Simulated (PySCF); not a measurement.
Vertical excitations of a molecule C₂H₆BFO from TDA-CAM-B3LYP/def2-SVPD (PySCF), as energy in eV (oscillator strength): 8.44 (0.007), 8.84 (0.100), 8.87 (0.043), 8.97 (0.010), 9.13 (0.085), 9.82 (0.001), 9.89 (0.035), 9.94 (0.045), 9.99 (0.008), 10.10 (0.036). Lowest triplet (TDA): 7.51 eV. Geometry optimised at B3LYP-D3(BJ)/def2-SVP. One conformer was computed; it need not be the lowest.

Pick the molecule that these values belong to.
A) CB(O)CF
B) CCOBF
C) CB(F)CO
D) COB(C)F

B, CCOBF
